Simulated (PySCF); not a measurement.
SbF₃, SMILES [F][Sb]([F])[F]. Coordinates come from a PBE0-D3(BJ)/def2-SVP optimisation. The isomer is the one that the SMILES or the coordinates give; other isomers of the formula were not compared. The def2 effective core potentials stand for the cores of Sb; spin–orbit coupling is left out.

Computed equilibrium geometry at PBE0-D3(BJ)/def2-SVP (PySCF confirms it by a frequency run) as a Z-matrix, and its point group:
point group C3v.
```
Sb
F 1 1.9173
F 1 1.9173 2 95.00
F 1 1.9173 2 95.00 3 -95.48
```
Charge 0, spin multiplicity 1.
